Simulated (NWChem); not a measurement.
Species: CH₂F₂O₂Si; SMILES F[SiH](C(O)=O)F

```xyz
8

O      1.2902    -1.4347     0.0000
C      0.1358    -1.1029     0.0000
O     -0.8860    -1.9671     0.0000
Si    -0.4182     0.7308     0.0000
F      0.2329     1.4170    -1.3008
F      0.2329     1.4170     1.3008
H     -0.5092    -2.8655     0.0000
H     -1.8762     0.9597     0.0000
```
Atoms are numbered in this order, from 1.

All runs: NWChem. Medium grid unless said otherwise, to which SCAN and Minnesota functionals are sensitive. Coordinates come from a PBE0/def2-SVP optimisation. B3LYP is NWChem's, with the RPA form of VWN correlation.

Order these by “highest occupied level (eV)”, lowest first: Hartree-Fock/def2-TZVP; CAM-B3LYP/def2-TZVP; PBE/def2-TZVP; PBE0/def2-TZVP.

Hartree-Fock/def2-TZVP (-12.42), CAM-B3LYP/def2-TZVP (-9.90), PBE0/def2-TZVP (-8.43), PBE/def2-TZVP (-6.86)
